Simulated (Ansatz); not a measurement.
C$_{2}$H$_{6}$N, doublet, at a GFN2-xTB geometry; MP2/STO-3G in Ansatz (a first-principles code).

Here is a job for Ansatz.
Ansatz 0.2 input:
```yaml
crystal:
  periodic: [false, false, false]
  atoms:
    - {symbol: C, position_ang: [-0.10972354, -0.15634997, 1.26440068]}
    - {symbol: N, position_ang: [0.10982201, 0.48479466, 0.05186353]}
    - {symbol: C, position_ang: [-0.00538562, -0.28027714, -1.16365005]}
    - {symbol: H, position_ang: [0.06635704, 0.43135103, 2.14529827]}
    - {symbol: H, position_ang: [-0.90801326, -0.87495642, 1.27945416]}
    - {symbol: H, position_ang: [0.91108639, 1.10326556, 0.06436137]}
    - {symbol: H, position_ang: [0.81807734, -0.99357777, -1.30516267]}
    - {symbol: H, position_ang: [-0.02617055, 0.40042004, -2.01496601]}
    - {symbol: H, position_ang: [-0.93943611, -0.84030228, -1.13653354]}
basis:
  gaussian:
    orbitals: STO-3G
magnetization: {spin_polarized: true, initial_magnetization: 1}
correlation: {method: mp2}
```

The log (banner, timings and long lists left out):

```
Functional definition: HF
292 factors; integrals over basis functions are off by at most 5.3e-5 eV
mean field evaluation 1: about -3590.0568 eV, gradient 9.1e0 eV
mean field evaluation 2: about -3590.2409 eV, gradient 9.1e0 eV
mean field evaluation 4: about -3591.0996 eV, gradient 1.4e0 eV
mean field evaluation 8: about -3591.1516 eV, gradient 1.6e-2 eV
mean field -3591.15161420 eV, -131.9723876517 hartree, gradient 3.0e-6 eV, S^2 0.757798; 0 other end points of the search recorded, 0 dependent functions left out
3 core orbitals not correlated
reference -3591.15161420 eV, -131.9723876517 hartree; 10, 9 occupied and 8, 9 virtual orbitals, 292 factors
second order -3.63639661 eV of doubles, -0.00000000 eV of singles
Total energy: -3594.78801081 eV, -132.1060227623 hartree
```
